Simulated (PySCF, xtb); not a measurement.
Ge(OH)(SiH3) (GeH₄OSi), SMILES [SiH3][Ge][OH] (connectivity only; charge and spin as stated), neutral, multiplicity 1. Other conformers were not sampled.

Harmonic wavenumbers (cm⁻¹) from GFN2-xTB (xtb) at its own minimum, in rising order: 36, 148, 281, 290, 366, 424, 518, 649, 779, 822, 838, 2129, 2135, 2189, 3615.

Problem. What does B3LYP-D3(BJ)/def2-SVP (PySCF) give at its own minimum? (The exact figures need the calculation; the answer reports its results.)

Solution. 20, 149, 279, 333, 442, 555, 677, 833, 867, 934, 936, 2146, 2170, 2184, 3801. Paired by order, the mean absolute difference is 77 cm⁻¹ and the zero-point energies are 21.8 and 23.3 kcal/mol.
